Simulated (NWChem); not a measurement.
CO[Se]F (CH3FOSe), optimised at PBE-D3(BJ)/def2-SVP with NWChem:

| Property | Value |
|---|---|
| highest occupied level (eV) | -5.21 |
| orbital gap (eV) | 2.78 |
| dipole (D) | 2.10 |
| highest harmonic frequency (cm⁻¹) | 3071 |
| zero-point energy (kcal/mol) | 26.5 |

All stand in one matching conformer (torsions within 35°), which need not be the lowest. This build's default masses of Se (78.918 u) and Br (79.917 u) are each other's, which moves their modes by up to 0.6 %.

### Question
One Se atom is replaced by Be, giving C[O][Be][F] (CH$_{3}$BeFO), optimised at the same level. How do these values move?

### Answer
| quantity | new value | change |
|---|---|---|
| highest occupied level (eV) | -6.80 | -1.59 |
| orbital gap (eV) | 6.11 | +3.33 |
| dipole (D) | 2.33 | +0.23 |
| highest harmonic frequency (cm⁻¹) | 2996 | -75 |
| zero-point energy (kcal/mol) | 28.3 | +1.8 |
